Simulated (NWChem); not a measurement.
All runs are NWChem calculations. System: H$_{2}$B (+1), charge 1, spin multiplicity 1, at a geometry optimised with B3LYP/def2-SVP. The structure started from a generated list of species. Level: constrained PBE/def2-SVP.

Input file:

```
start mol
memory heap 200 mb stack 900 mb global 1100 mb
charge 1
geometry units angstroms nocenter noautoz noautosym
  B      0.000000     0.000000     0.000000
  H      0.000000     0.000000    -1.192705
  H      0.000000     0.000000     1.192705
end
basis spherical
  * library def2-svp
end
dft
  xc xpbe96 cpbe96
  semidirect memsize 60000000 filesize 0
  iterations 100
  convergence nolevelshifting
  cdft 1 1 charge 0.6 pop lowdin
end
task dft energy
```

Part of the output:

```
             Northwest Computational Chemistry Package (NWChem) 7.3.0
             --------------------------------------------------------

                                NWChem Input Module
                                -------------------

 Scaling coordinates for geometry "geometry" by  1.889725989
 (inverse scale =  0.529177249)

                             Geometry "geometry" -> ""
                             -------------------------

 Output coordinates in angstroms (scale by  1.889725989 to convert to a.u.)

  No.       Tag          Charge          X              Y              Z
 ---- ---------------- ---------- -------------- -------------- --------------
    1 B                    5.0000     0.00000000     0.00000000     0.00000000
    2 H                    1.0000     0.00000000     0.00000000    -1.19270500
    3 H                    1.0000     0.00000000     0.00000000     1.19270500

 Effective nuclear repulsion energy (a.u.)       4.6586214651

            Nuclear Dipole moment (a.u.)
            ----------------------------
        X                 Y               Z
 ---------------- ---------------- ----------------
     0.0000000000     0.0000000000     0.0000000000


 Summary of "ao basis" -> "" (spherical)
 ------------------------------------------------------------------------------
       Tag                 Description            Shells   Functions and Types
 ---------------- ------------------------------  ------  ---------------------
 *                          def2-svp                  on all atoms

  pbe96 is a nonlocal functional; adding pw91lda local functional.

                                 NWChem DFT Module
                                 -----------------

 Summary of "ao basis" -> "ao basis" (spherical)
 ------------------------------------------------------------------------------
       Tag                 Description            Shells   Functions and Types
 ---------------- ------------------------------  ------  ---------------------
 B                          def2-svp                 6       14   3s2p1d
 H                          def2-svp                 3        5   2s1p
[...]
   Bfn.  Coefficient  Atom+Function         Bfn.  Coefficient  Atom+Function
  ----- ------------  ---------------      ----- ------------  ---------------
     6      0.558205  1 B  pz                 9     -0.468802  1 B  pz
    15      0.282408  2 H  s                 20     -0.282408  3 H  s
    16     -0.243501  2 H  s                 21      0.243501  3 H  s

 Vector    4  Occ=0.000000D+00  E=-5.992071D-01
              MO Center= -5.1D-10,  7.0D-10,  4.6D-11, r^2= 1.4D+00
   Bfn.  Coefficient  Atom+Function         Bfn.  Coefficient  Atom+Function
  ----- ------------  ---------------      ----- ------------  ---------------
     5      0.585383  1 B  py                 4     -0.422783  1 B  px
     8     -0.319269  1 B  py                 7      0.230587  1 B  px

 Vector    5  Occ=0.000000D+00  E=-5.992071D-01
              MO Center=  2.0D-12,  1.4D-11,  4.7D-11, r^2= 1.4D+00
   Bfn.  Coefficient  Atom+Function         Bfn.  Coefficient  Atom+Function
  ----- ------------  ---------------      ----- ------------  ---------------
     4      0.585383  1 B  px                 5      0.422783  1 B  py
     7     -0.319269  1 B  px                 8     -0.230587  1 B  py

 Vector    6  Occ=0.000000D+00  E=-3.290715D-01
              MO Center= -4.6D-10,  7.6D-10,  2.9D-09, r^2= 2.8D+00
   Bfn.  Coefficient  Atom+Function         Bfn.  Coefficient  Atom+Function
  ----- ------------  ---------------      ----- ------------  ---------------
     3      1.758246  1 B  s                 16     -1.004375  2 H  s
    21     -1.004375  3 H  s                 15     -0.380711  2 H  s
    20     -0.380711  3 H  s                  2      0.290379  1 B  s
    12     -0.157362  1 B  d  0               1      0.107760  1 B  s

     ---------------------------------------------
      Total Density - Mulliken Population Analysis
     ---------------------------------------------

    Atom       Charge   Shell Charges
 -----------   ------   -------------------------------------------------------
    1 B    5     5.56   1.99  1.27  0.55  1.03  0.71  0.02
    2 H    1     0.22   0.57 -0.36  0.00
    3 H    1     0.22   0.57 -0.36  0.00

     -------------------------------------------
      Total Density - Lowdin Population Analysis
     -------------------------------------------

    Atom       Charge   Shell Charges
 -----------   ------   -------------------------------------------------------
    1 B    5     4.40   1.98  0.85  0.40  0.84  0.33  0.01
    2 H    1     0.80   0.52  0.23  0.06
    3 H    1     0.80   0.52  0.23  0.06

 center of mass
 --------------
 x =   0.00000000 y =   0.00000000 z =   0.00000000

 moments of inertia (a.u.)
 ------------------
          10.239502920352           0.000000000000           0.000000000000
           0.000000000000          10.239502920352           0.000000000000
           0.000000000000           0.000000000000           0.000000000000

     Multipole analysis of the density
     ---------------------------------

     L   x y z        total         alpha         beta         nuclear
     -   - - -        -----         -----         ----         -------
     0   0 0 0      1.000000     -3.000000     -3.000000      7.000000

     1   1 0 0     -0.000000     -0.000000     -0.000000      0.000000
     1   0 1 0      0.000000      0.000000      0.000000      0.000000
     1   0 0 1      0.000000      0.000000      0.000000      0.000000

     2   2 0 0     -3.751054     -1.875527     -1.875527      0.000000
     2   1 1 0     -0.000000     -0.000000     -0.000000      0.000000
     2   1 0 1     -0.000000     -0.000000     -0.000000      0.000000
     2   0 2 0     -3.751054     -1.875527     -1.875527      0.000000
     2   0 1 1      0.000000      0.000000      0.000000      0.000000
     2   0 0 2     -1.027776     -5.593889     -5.593889     10.160001

 Task  times  cpu:        0.5s     wall:        0.5s

 Total times  cpu:        0.5s     wall:        0.5s
```
